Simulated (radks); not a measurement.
Task: Coulomb parameter of the 4f shell of the promethium ion Pm+ in the model configuration [Xe] 4f3.5 5d1.5 6s1, as a second difference U = [E(n + 0.5) + E(n - 0.5) - 2 E(n)] / (0.5)^2 with all orbitals relaxed. "Bare": the charge of the atom changes with n. "Screened": the 5d shell takes up the change at fixed total charge, which measures U(4f,4f) + U(5d,5d) - 2 U(4f,5d). Method: scalar-relativistic Kohn-Sham, PBE, spin-unpolarised, spherical densities, finite nucleus; Fermi nuclear charge, rms radius 4.962 fm; computed with a radial shooting solver on a logarithmic mesh with Libxc functionals. Estimate both.

Result: U(bare) = 15.491 eV, U(screened by 5d) = 5.153 eV, against the Slater integral F0(4f,4f) = 27.469 eV with frozen orbitals.
